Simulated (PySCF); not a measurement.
Radial density of Tc³⁺ (technetium, charge +3)

UHF, [Kr] 4d4, high-spin 5D determinant. Computed with PySCF 2.14 in aug-cc-pVDZ-PP with ECP28MDF (5s5p4d2f, 54 functions), with a scalar-relativistic core potential. This is the valence pseudo-density: the core potential removes the inner electrons and smooths the orbitals near the nucleus.

| r (bohr) | 4πr²ρ (e/bohr) | 4πr²(ρα − ρβ) |
| --- | --- | --- |
| 0.0393 | 2.487e-05 | 0.0000 |
| 0.0661 | 6.868e-05 | 0.0000 |
| 0.111 | 0.0003168 | 0.0000 |
| 0.187 | 0.003491 | 0.0010 |
| 0.315 | 0.07501 | 0.0222 |
| 0.529 | 1.905 | 0.3551 |
| 0.891 | 11.15 | 2.2341 |
| 1.50 | 6.887 | 2.7157 |
| 2.52 | 0.7000 | 0.5577 |
| 4.24 | 0.01144 | 0.0113 |

Energies and moments cover only the electrons outside the core potential.
